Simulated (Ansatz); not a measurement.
`[NH2][Mo]([NH2])(=[S])=[S]` + HCl → `[NH2][Mo](=[S])(=[S])[Cl]` + NH₃ at 600 K and 1 bar (ligand exchange at a Mo–N bond).

Calculated with Ansatz (gas phase, PBE0-D4/def2-TZVP geometries, no zero-point term in ΔE). CCSD(T)/CBS is the MP2 limit (def2-TZVPP, def2-QZVPP) plus CCSD(T) − MP2 in def2-TZVPP, frozen cores. This one scheme is used for every species. Elements past krypton have def2 core potentials. For Mo outer-core shells are correlated without core-valence functions, which leaves a few kJ/mol of doubt a bond. One conformer a species, not always the lowest.

| species | CCSD(T)/CBS energy (Eh) | H − E (kJ/mol) | S (J/(mol·K)) |
| --- | --- | --- | --- |
| `[NH2][Mo]([NH2])(=[S])=[S]` | -975.63192 | 208.4 | 461.8 |
| HCl | -460.38127 | 35.4 | 207.2 |
| `[NH2][Mo](=[S])(=[S])[Cl]` | -1379.53298 | 138.4 | 446.5 |
| NH₃ | -56.50880 | 112.4 | 219.5 |

H − E and S are ideal-gas, rigid-rotor, harmonic terms from PBE0-D4/def2-TZVP, for one conformer and one mirror image of each species. 1 Eh = 2625.50 kJ/mol, R = 8.31446 J/(mol·K).

Q: By hand: ΔE, ΔH, ΔS and ΔG.

A: ΔE = (-1379.53298) + (-56.50880) − (-975.63192) − (-460.38127) = -0.02859 Eh = -75.1 kJ/mol. Δ(H − E) = 138.4 + 112.4 − 208.4 − 35.4 = 7.0, so ΔH = -68.1 kJ/mol. ΔS = 446.5 + 219.5 − 461.8 − 207.2 = -3.0 J/(mol·K). ΔG = -68.1 − 600 × (-3.0)/1000 = -66.3 kJ/mol.

Q: By hand: the equilibrium constant, and the temperature at which ΔG would vanish if ΔH and ΔS stayed fixed.

A: log₁₀ K = −ΔG/(RT ln 10) = 5.8. ΔG = 0 at ΔH/ΔS = 22700 K, far beyond where these terms or the molecules hold.

The number of gas molecules stays the same, so ΔS is small and ΔH decides. A doubt of 5 kJ/mol in ΔE shifts log₁₀ K by 0.4 here. Other conformers and mirror images would add mixing entropy, several J/(mol·K) or more a flexible species. These are equilibria of isolated gas molecules and say nothing of rates. Largest T1 diagnostic: 0.025 (customary marks: 0.02 for closed shells, 0.045 for open ones).
